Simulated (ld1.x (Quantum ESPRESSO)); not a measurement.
## Logarithmic derivatives: zinc, PAW

```
Element                 : zinc
Generator               : ld1.x (Quantum ESPRESSO) 7.5
Type                    : PAW
Functional              : LDA (PZ)
Relativity              : fully relativistic
Frozen core             : [Ar]
Valence charge          : 12
Reference configuration : 3d9 4s0 4p0 (charge +3)
Partial waves           : 4s (bound, empty): rcut 1.30, rcutus 1.65 bohr; 4s channel at 2.4 Ry: rcut 1.30, rcutus 1.65 bohr; 4p (bound, empty): rcut 0.70, rcutus 0.90 bohr; 4p channel at 3.1 Ry: rcut 0.70, rcutus 0.90 bohr; 3d (bound): rcut 1.15, rcutus 1.20 bohr; 3d channel at -3.1 Ry: rcut 1.15, rcutus 1.20 bohr
Local potential         : all-electron potential smoothed inside 1.15 bohr (lloc = -1)
Core correction         : Bessel-smoothed model core, default radius (core density twice the valence density)
Augmentation charge     : PSQ, radius 0.65 bohr
```

Open shells are filled in proportion to 2j + 1 (rel_dist='average').

The phase is arctan(r·u′/u) with u = r·R(r), unwrapped; energies in Ry, scanned from -6 to 5 Ry. A pole is an energy at which the radial function vanishes at the test radius. The pseudo phase is shifted by a multiple of π to meet the all-electron one at the reference energy, and phase errors are pseudo minus all-electron; the curves can meet again beyond the range given. Levels narrower than the energy grid can be missing from the lists of poles.

```
channel  radius (bohr)  reference energy (Ry)  poles, all-electron  poles, pseudo  unbroken range about the reference energy with phases within 0.05 rad  phase error 1 Ry above the reference energy (rad)
      s           1.81                  -2.62                 2.34           2.34                                                        the whole range                                             +0.001
   p1/2           1.81                  -1.97                 3.85           3.85                                                        the whole range                                             +0.000
   p3/2           1.81                  -1.95                 4.01           4.01                                                        the whole range                                             +0.000
   d3/2           1.81                  -3.77                -3.48          -3.48                                                        the whole range                                             -0.000
   d5/2           1.81                  -3.74                -3.44          -3.44                                                        the whole range                                             -0.000
```

The ghost test of this file was not conclusive.

Phases in the d5/2 channel:

```csv
E (Ry),all-electron,pseudo
-6.00,1.272,1.272
-5.74,1.256,1.256
-5.48,1.236,1.236
-5.22,1.211,1.211
-4.96,1.176,1.176
-4.70,1.121,1.121
-4.44,1.021,1.021
-4.18,0.763,0.763
-3.92,-0.321,-0.322
-3.66,-1.350,-1.350
-3.40,-1.598,-1.598
-3.14,-1.700,-1.700
-2.88,-1.760,-1.760
-2.62,-1.804,-1.804
-2.36,-1.841,-1.841
-2.10,-1.875,-1.875
-1.84,-1.909,-1.909
-1.58,-1.946,-1.946
-1.32,-1.985,-1.985
-1.06,-2.031,-2.031
-0.80,-2.085,-2.085
-0.54,-2.151,-2.151
-0.28,-2.233,-2.233
-0.02,-2.340,-2.340
0.24,-2.481,-2.481
0.50,-2.668,-2.668
0.76,-2.910,-2.909
1.02,-3.196,-3.196
1.28,-3.490,-3.490
1.54,-3.748,-3.747
1.80,-3.950,-3.950
2.06,-4.103,-4.102
2.32,-4.217,-4.217
2.58,-4.304,-4.304
2.84,-4.373,-4.372
3.10,-4.427,-4.427
3.36,-4.472,-4.471
3.62,-4.509,-4.508
3.88,-4.540,-4.540
4.14,-4.567,-4.567
4.40,-4.591,-4.590
4.66,-4.612,-4.611
4.92,-4.630,-4.630
```
